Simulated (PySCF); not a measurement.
**TeF5, doublet: computed properties**

Method: UPBE0 in PySCF with Te def2-SVP with ECP28, F def2-SVP; scalar-relativistic core potentials, no spin–orbit coupling; density-fitted integrals.

The structure is a minimum.

```xyz
6
charge 0 multiplicity 2, angstrom
Te   -0.1545    0.0001    0.0000
F    -0.1647    0.0001    1.9267
F    -0.1647    0.0001   -1.9267
F     1.7175   -0.0011    0.0000
F    -0.1634    1.9268    0.0000
F    -0.1659   -1.9266    0.0000
```

```json
{
  "Point group": "C4v",
  "Bond lengths": "Te–F 1.872 Å, Te–F 1.927 Å (×4)",
  "Bond angles": "F–Te–F 90.0° (×4), F–Te–F 90.3° (×4), F–Te–F 179.4° (×2)",
  "Spin squared ⟨S²⟩": "0.757",
  "Entropy at 298.15 K and 1 bar (electronic part: spin only)": "356.1 J/(mol K)",
  "Zero-point energy": "27.9 kJ/mol",
  "Rotational constants": "0.08335, 0.08335, 0.05976 cm⁻¹",
  "Enthalpy at 298.15 K above 0 K": "21.79 kJ/mol",
  "Dipole moment": "1.92 D",
  "Highest occupied level (α)": "-9.77 eV",
  "Atomisation energy without zero-point energy": "1516 kJ/mol",
  "Principal polarisabilities": "25.9, 37.9, 37.9 bohr³",
  "Principal quadrupole moments (Buckingham, traceless) about the centre of mass": "-3.27, -3.27, 6.53 D Å",
  "Heat capacity Cp at 298.15 K": "106.5 J/(mol K)",
  "Rotational symmetry number": "4",
  "Lowest empty level (β)": "-6.58 eV"
}
```

Harmonic modes (masses in u: Te 129.906, F 18.998):
| symmetry | ω (cm⁻¹) | IR (km/mol, summed over degenerate members) | μ (u) |
| --- | --- | --- | --- |
| b1 | 119 | 0.0 | 19.00 |
| e | 182 | 9.4 | 19.78 |
| a1 | 231 | 35.9 | 25.22 |
| b2 | 248 | 0.0 | 19.00 |
| e | 267 | 35.5 | 20.98 |
| a1 | 599 | 0.1 | 19.00 |
| b1 | 603 | 0.0 | 19.00 |
| e | 631 | 225 | 24.17 |
| a1 | 711 | 51.4 | 21.44 |

In C4v the vibrations span 2b1 + 3e + 3a1 + b2. The b1, b2 modes carry no infrared intensity, as symmetry demands.

Charges (e):
| atom | Mulliken | Löwdin | polar tensor | spin (Mulliken) | Mayer order to Te1 |
| --- | --- | --- | --- | --- | --- |
| Te1 | 1.72 | 1.42 | 2.48 | 0.36 | – |
| F2,3,5,6 | -0.34 | -0.29 | -0.50 | 0.16 | 0.87 |
| F4 | -0.34 | -0.27 | -0.50 | 0.00 | 0.92 |

Mulliken populations on Te1 (electrons outside its core potential): s 3.60, p 7.95, d 10.72.

Other isomers or separated fragments may lie lower. No spin–orbit coupling is included, which matters more the heavier the element.

The final relaxation and frequency run took roughly 6 core-minutes on a shared host.
